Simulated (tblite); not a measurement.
Species: C6H3FO2S.
Cartesian coordinates in Å at the GFN2-xTB level; atoms count from 1:
```
atom  x, y, z in Å
O1    -2.9311    1.5355   -0.8746
C2    -2.1104    1.2522   -0.0425
C3    -0.9008    0.4646   -0.2900
C4    -0.5685   -0.0480   -1.5280
S5     0.8850   -0.9166   -1.5238
C6     1.0944   -0.6104    0.1763
C7     2.2347   -1.1047    0.9125
O8     2.4971   -0.9679    2.0594
F9     3.0794   -1.8170    0.1051
C10    0.0617    0.1366    0.6876
H11   -2.2137    1.5793    1.0090
H12   -1.1407    0.0663   -2.4290
H13    0.0084    0.4309    1.7204
```

Computed values, GFN2-xTB/tblite, gas phase, harmonic and unscaled. The method is semi-empirical: single wavenumbers can be off by several per cent or more. One conformer, not necessarily the lowest.

Harmonic wavenumbers (cm⁻¹): 60.0, 83.8, 109.7, 167.8, 196.5, 222.0, 328.9, 423.2, 428.8, 485.5, 559.5, 612.8, 676.5, 679.4, 722.5, 782.3, 837.4, 893.7, 919.8, 922.8, 993.1, 1100.2, 1132.4, 1182.0, 1342.1, 1413.4, 1421.3, 1506.4, 1747.8, 1824.2, 2786.4, 3139.8, 3157.1.

A = 2862, B = 672.1, C = 544.3 MHz; mass 157.984 u (most abundant isotopes); point group Cs, symmetry number 1.

**Question.** Zero-point energy?

**Answer.** Half the sum of the wavenumbers: 16430 cm⁻¹ = 46.97 kcal/mol.

**Question.** What is S at 273.15 K and 1 bar for an ideal gas of classical rigid rotors and harmonic oscillators?

**Answer.** Translation 40.67, rotation 29.85, vibration 22.64: S = 93.2 cal/(mol K).

**Question.** And Cp and H(273.15 K) − H(0)?

**Answer.** Cp = 32.05 cal/(mol K), of which vibrations give 24.10 (their classical limit is 33 R = 65.6); H(273.15 K) − H(0) = 5.51 kcal/mol without the zero-point energy, 3.34 from vibrations.

**Question.** Which modes carry the vibrational entropy at 273.15 K?

**Answer.** 60.0 cm⁻¹: 4.28; 83.8 cm⁻¹: 3.63; 109.7 cm⁻¹: 3.10; 167.8 cm⁻¹: 2.30; 196.5 cm⁻¹: 2.01; 222.0 cm⁻¹: 1.79 cal/(mol K); the other 27 give 5.54 together.

**Question.** Blend soft modes into free rotors: weight 1/[1 + (100 cm⁻¹/ν̃)⁴] for the oscillator and the rest for a rotor with moment μB/(μ + B), μ = h/(8π²ν), B = 10⁻⁴⁴ kg m². What vibrational entropy results?

**Answer.** 21.13 cal/(mol K) in place of 22.64, which changes −T·S at 273.15 K by +0.41 kcal/mol.

Hindered rotation and anharmonicity are outside this model. Other conformers, if any are populated, would add a mixing term that is left out.

The run took 0.46 s on one thread, Arm Neoverse V1 (aarch64), shared host with 64 logical CPUs at a one-minute load of 16. The figure is for the frequency step alone.
